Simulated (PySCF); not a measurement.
Species: C2H14BNSi3.
Atom-mapped SMILES: `[CH3:1][B:2]([CH3:3])[SiH2:4][N:5]([SiH3:6])[SiH3:7]` (hydrogens: H8, H9, H10 on C1; H11, H12, H13 on C3; H14, H15 on Si4; H16, H17, H18 on Si6; H19, H20, H21 on Si7)

Structure used (PBE0-D3(BJ)/def2-SVP), in Å, numbered top down from 1:
```
atom  x, y, z in Å
C1     1.5870    1.4107    0.5818
B2     1.6563   -0.0042   -0.0803
C3     3.0025   -0.5628   -0.6516
Si4    0.0027   -1.1814   -0.1561
N5    -1.5133   -0.2886    0.0488
Si6   -1.8991    0.9948   -1.0719
Si7   -2.6608   -0.7786    1.2742
H8     0.5974    1.8902    0.5917
H9     2.3477    2.1172    0.2128
H10    1.8430    1.2162    1.6448
H11    3.9072   -0.1047   -0.2214
H12    2.9772   -0.2593   -1.7196
H13    3.1021   -1.6590   -0.6575
H14    0.0545   -2.1687    0.9790
H15   -0.0448   -2.0084   -1.4108
H16   -0.7072    1.1834   -1.9594
H17   -2.1860    2.2829   -0.3676
H18   -3.0799    0.6690   -1.9311
H19   -2.0486   -0.7447    2.6379
H20   -3.8071    0.1826    1.2324
H21   -3.1857   -2.1593    1.0377
```

Level: PBE0/pcSseg-1 in PySCF, non-relativistic, on one gas-phase PBE0-D3(BJ)/def2-SVP geometry that isn't relaxed in the solvent. The solvent is an IEF-PCM continuum (Bondi radii, 1.10 Å for H, scaled by 1.2). The model holds no explicit solvent molecules, cavitation or dispersion.

| run | E − E(gas) (kcal/mol) | HOMO (eV) | HOMO–LUMO gap (eV) | dipole (D) |
| --- | --- | --- | --- | --- |
| gas | 0.00 | -7.08 | 5.62 | 1.44 |
| P | -0.85 | -6.99 | 5.71 | 1.70 |
| Q | -1.14 | -6.98 | 5.74 | 1.79 |

**Question.** The runs were made in acetone and chloroform. Which run belongs to which solvent?

**Answer.** P = chloroform, Q = acetone. The dielectric constants are 4.711 (chloroform), 20.49 (acetone), and the energy falls further as ε rises. In this model the ground state sees the solvent through ε alone.

**Question.** How constant is the ratio of the lowering to (ε − 1)/(2ε + 1)?

**Answer.** 
| solvent | (ε − 1)/(2ε + 1) | E − E(gas) (kcal/mol) | ratio (kcal/mol) | polarisation term (kcal/mol) |
| --- | --- | --- | --- | --- |
| chloroform | 0.356 | -0.85 | -2.4 | -0.91 |
| acetone | 0.464 | -1.14 | -2.5 | -1.24 |

The ratio changes by +2.6 % in size from chloroform to acetone. The polarisation term is half the interaction of the solute with the induced surface charges.

Time: 48 s wall; peak memory 1.2 GiB. Hardware: Arm Neoverse V1, one thread, no GPU, on a shared host. This is the whole shielding run at PBE0/pcSseg-1 in acetone, SCF included.
